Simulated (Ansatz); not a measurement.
BH7OSSi2 (`[SiH3]O[SiH2]BS`). Total charge 0; spin multiplicity 1.

```xyz
12

Si   -1.708    0.197   -1.426
O    -0.466   -0.021   -0.382
Si    0.756    0.792    0.374
B     1.737   -0.501    1.542
S     1.238   -2.186    1.620
H    -1.201    0.659   -2.745
H    -2.400   -1.105   -1.586
H    -2.661    1.206   -0.893
H     0.177    1.916    1.166
H     1.654    1.391   -0.656
H     2.675   -0.216    2.224
H     0.200   -2.132    0.761
```

Task: What are the harmonic wavenumbers in cm⁻¹ at PBE0-D4/def2-TZVP (Ansatz, finite differences of forces, unscaled)? (Estimate.)

Result: Ansatz gave: 36, 46, 62, 111, 127, 312, 373, 538, 578, 640, 715, 738, 753, 776, 817, 877, 929, 939, 953, 957, 986, 1070, 1103, 2190, 2192, 2224, 2225, 2241, 2641, 2665.

Task: Is this a minimum?

Result: Yes, all 30 modes are real.

Task: Give the ideal-gas thermochemistry at 298.15 K and 1 bar (rigid rotor, harmonic oscillator; point group Cs, symmetry number 1).

Result: Zero-point energy 184.3 kJ/mol; H(298) − E = 209.9 kJ/mol; entropy 401.8 J/(mol·K), of which translation 168.8, rotation 119.9, vibration 113.1; G(298) − E = 90.1 kJ/mol. Modes under 100 cm⁻¹ are hindered rotations or soft bends, so the harmonic entropy is rough.

Task: And at 400, 500, 600, 800 and 1000 K?

Result: 
```
T (K)  H − E (kJ/mol)  S (J/mol/K)  G − E (kJ/mol)
  400           224.5        443.9            47.0
  500           241.3        481.2             0.7
  600           259.8        515.0           -49.2
  800           301.0        574.1          -158.2
 1000           346.2        624.4          -278.2
```
